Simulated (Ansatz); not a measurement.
A made-up structure of C$_{2}$HSe, doublet:

C1  (-0.498, 0.722, -0.064)
C2  (0.276, -0.400, 0.035)
Se3  (1.397, -2.022, 0.180)
H4  (-1.175, 1.700, -0.151)
(Å)

It is relaxed with PBE-D4/def2-SVP and then PBE0-D4/def2-TZVP (Ansatz 0.2.0). Atoms count as bonded within 1.22 times the sum of their covalent radii (H–H: 0.88 Å). The end point is not checked to be a true minimum.

(1) Does its bonding change? (Judge from chemistry; the calculation decides.)

## Answers

(1) The calculation gives: No: no bond forms or breaks.

Where it ends: The first stage lowers the energy by 1.18 eV in 4 steps. It ends as C₂HSe ([CH][C][Se]):
C1  (-0.445, 0.644, -0.057)
C2  (0.247, -0.357, 0.032)
Se3  (1.247, -1.806, 0.161)
H4  (-1.049, 1.518, -0.135)
(Å)

Labels in which every atom is bracketed show which atoms are joined, not bond orders.

For scale, one of the runs: PBE0-D4/def2-TZVP relaxation, 116 basis functions, launched by `ansatz run in.yaml --threads 2 --pin off --events-out ev --progress --plain --max-ram 4352MiB`. Hardware: 2 CPU threads of an Arm Neoverse V2, shared host. Wall time about 3.5 min.
